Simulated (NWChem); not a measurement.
# CH$_{6}$O$_{2}$Si; SMILES OC[SiH2]O

```xyz
10

O     -0.6133    -1.5661     0.2147
C      0.6051    -1.0530    -0.2985
Si     0.5319     0.7955     0.1294
O     -1.0493     1.2339    -0.1566
H     -0.6897    -2.4974    -0.0159
H      0.6775    -1.1788    -1.3973
H      1.4932    -1.5456     0.1439
H      1.4350     1.5990    -0.7428
H      0.9289     0.9985     1.5571
H     -1.6204     0.4632    -0.0303
```
Atoms are numbered in this order, from 1.

Results from NWChem. Medium grid unless said otherwise, to which SCAN and Minnesota functionals are sensitive. The geometry was optimised at PBE0/def2-SVP. Hybrids' shares of exact exchange are those that their runs print; pure functionals count as 0. The functionals differ in more than this share.

```
row              share of exact exchange  highest occupied level (eV)
---------------  -----------------------  ---------------------------
PBE/def2-SVP                        0.00                        -6.36
B97-D/def2-SVP                      0.00                        -6.44
B3LYP/def2-SVP                      0.20                        -7.76
PBE0/def2-SVP                       0.25                        -8.04
M05-2X/def2-SVP                     0.56                     withheld
```

Question: Fit a straight line of the last column on the one before it, predict the withheld value, and compare with the run.

Answer: 
1. Means of the 4 shown rows: x = 0.113, y = -7.150. Slope Σ(x − x̄)(y − ȳ)/Σ(x − x̄)² = -0.3445/0.05188 = -6.641; intercept -6.403.
2. The shown rows scatter about the line by 0.034 (root mean square); the largest residual is +0.04, at PBE/def2-SVP.
3. At x = 0.56 (M05-2X/def2-SVP; beyond the shown range) the line gives -10.12.
4. The run gives -9.51, +0.61 from the line, 18.0 times the scatter.
